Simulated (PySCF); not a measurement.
Compound: C3H9B.
Geometry (PBE0-D3(BJ)/def2-SVP, Å), atoms numbered from 1 in this order:
```xyz
13
C3H9B angstrom
B     -0.0075    1.2251   -0.4638
C     -0.0946   -0.3234   -0.4958
C     -1.4420   -0.9518   -0.1535
C      1.0868   -1.0988    0.0795
H      1.0697    1.7794   -0.4202
H     -1.0043    1.8996   -0.6080
H      0.0079   -0.3403   -1.6192
H     -1.6181   -0.9193    0.9341
H     -2.2756   -0.4205   -0.6364
H     -1.4902   -2.0105   -0.4569
H      2.0497   -0.6725   -0.2390
H      1.0669   -2.1594   -0.2204
H      1.0651   -1.0743    1.1812
```

Level: PBE0/pcSseg-1 and wB97X-D/def2-SVPD in PySCF, non-relativistic, on one gas-phase PBE0-D3(BJ)/def2-SVP geometry that isn't relaxed in the solvent. The solvent is an IEF-PCM continuum (Bondi radii, 1.10 Å for H, scaled by 1.2). Specific hydrogen bonds and non-electrostatic terms are outside this model.

Gas phase at PBE0/pcSseg-1: HOMO -8.34 eV, LUMO -1.14 eV, dipole 0.67 D.

Question: What does the continuum do to the energy, the frontier levels and the dipole at PBE0/pcSseg-1 in cyclohexane and chloroform?

Answer: 
| solvent | ε | E(solvent) − E(gas) (kJ/mol) | polarisation term (kJ/mol) | distortion of the solute (kJ/mol) | HOMO (eV) | LUMO (eV) | dipole (D) |
| --- | --- | --- | --- | --- | --- | --- | --- |
| cyclohexane | 2.017 | -1.43 | -1.48 | 0.05 | -8.27 | -1.09 | 0.74 |
| chloroform | 4.711 | -2.62 | -2.79 | 0.17 | -8.23 | -1.06 | 0.80 |

The first energy column is the sum of the next two and covers electrostatics alone. From cyclohexane to chloroform the lowering changes by a factor 1.83, Onsager's factor (ε − 1)/(2ε + 1) by 1.76 and ε itself by 2.3.

Question: Give the dipole vector in the frame of the coordinates (D, pointing from negative to positive charge), gas and chloroform.

Answer: Gas (-0.03, -0.66, -0.11), solvent (-0.03, -0.78, -0.15). Its length changes by +20 % and its direction by 2°.

Question: Which Hirshfeld charges (PBE0/pcSseg-1) respond most in chloroform (means over atoms taken as equivalent)?

Answer: 
```
  atoms                environment  gas (e)  solvent (e)  change
     H7           methine hydrogen   +0.056       +0.060  +0.004
  H5/H6               B–H hydrogen   -0.061       -0.065  -0.004
     C2  sp3 carbon bound to boron   -0.081       -0.080  +0.001
  C3/C4              methyl carbon   -0.114       -0.115  -0.001
H8 (×6)            methyl hydrogen   +0.038       +0.038   0.000
     B1     three-coordinate boron   +0.149       +0.149   0.000
```

Gas phase at wB97X-D/def2-SVPD: HOMO -10.22 eV, LUMO 0.78 eV, dipole 0.66 D.

Question: What does the continuum do to the energy, the frontier levels and the dipole at wB97X-D/def2-SVPD in cyclohexane and chloroform?

Answer: 
```csv
solvent,ε,E(solvent) − E(gas) (kJ/mol),polarisation term (kJ/mol),distortion of the solute (kJ/mol),HOMO (eV),LUMO (eV),dipole (D)
cyclohexane,2.017,-1.49,-1.55,0.06,-10.15,0.83,0.73
chloroform,4.711,-2.75,-2.95,0.20,-10.11,0.86,0.79
```

Question: How does the static polarisability (wB97X-D/def2-SVPD, frozen core, with the continuum's full static response) change?

Answer: 
| medium | isotropic (au) | principal values (au) | ⟨r²⟩ of the electrons (bohr²) |
| --- | --- | --- | --- |
| gas | 53.5 | 46.3, 56.4, 57.9 | 348.1 |
| cyclohexane | 59.5 | 51.7, 62.6, 64.3 | 348.2 |
| chloroform | 65.2 | 57.3, 68.2, 70.0 | 348.3 |

The isotropic value in chloroform is 1.22 times the gas-phase one; no cavity-field correction is applied. ⟨r²⟩ is taken about the centre of nuclear charge.

Note: wB97X-D ran without an empirical dispersion term, which enters the total energy and its gradient alone.
